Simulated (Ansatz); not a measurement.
Input file for Ansatz (a program for electronic structure): R-wB97X-V/def2-TZVPPD on CH9NSi (a complex), monomers drawn apart or pushed together. Files ending in .json are basis or fitting sets from the Basis Set Exchange.

Ansatz 0.2 input:
```yaml
crystal:
  periodic: [false, false, false]
  atoms:
    - {symbol: Si, position_ang: [-0.02219163, -0.12477800, -0.06855816]}
    - {symbol: H, position_ang: [0.04119118, 1.22432503, 0.53590559]}
    - {symbol: H, position_ang: [0.28310070, -0.03283706, -1.51421110]}
    - {symbol: H, position_ang: [-1.38115579, -0.68414839, 0.11005087]}
    - {symbol: H, position_ang: [0.96689538, -1.00720420, 0.58927622]}
    - {symbol: C, position_ang: [0.69185470, 0.25912261, 3.44553044]}
    - {symbol: N, position_ang: [-0.62413780, -0.29479120, 3.13685770]}
    - {symbol: H, position_ang: [1.24101489, -0.44801501, 4.06903776]}
    - {symbol: H, position_ang: [0.56813517, 1.17458234, 4.02604719]}
    - {symbol: H, position_ang: [1.31562327, 0.49468366, 2.57276478]}
    - {symbol: H, position_ang: [-0.54767475, -1.16052382, 2.61785858]}
    - {symbol: H, position_ang: [-1.17286932, 0.34690328, 2.57843059]}
basis:
  gaussian:
    orbitals: def2-TZVPPD.json
hamiltonian:
  xc: {name: wB97X-V}
scf: {lower_state_search: off}
```

The head of its log:

```
WARN ansatz: RAYON_NUM_THREADS=1 ignored (pool sized by the plan → 1); use --threads N
Functional definition: wB97X-V
these checks for a lower state are left out or cut short: stability, starts, cluster_reference, orbital_swaps, neighbouring_geometries, increment
integrals: 0.25 GiB planned
1199 factors; their error is unknown
integrals: 0.29 GiB planned
390 factors; integrals over basis functions are off by at most 1.6e-5 eV
mean field: 2.06 GiB planned
mean field evaluation 1: about -10546.4080 eV, gradient 4.2e1 eV
mean field evaluation 2: about -10547.4056 eV, gradient 3.7e1 eV
```

**Question.** Predict the final total energy.

**Answer.** -387.7079 hartree.
